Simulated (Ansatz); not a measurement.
Job for Ansatz (an electronic-structure program): R-wB97X-V/def2-TZVPP on H2O (SMILES O).

Ansatz 0.2 input:
```yaml
crystal:
  periodic: [false, false, false]
  atoms:
    - {symbol: O, position_ang: [-0.00000000, 0.00000000, 0.38961139]}
    - {symbol: H, position_ang: [0.00000000, 0.76498632, -0.19485569]}
    - {symbol: H, position_ang: [0.00000000, -0.76498632, -0.19485569]}
basis:
  gaussian:
    orbitals: def2-TZVPP
hamiltonian:
  xc: {name: wB97X-V}
scf: {lower_state_search: off}
```

Problem. Give the final energy of this run.

Solution. -76.4344 hartree.
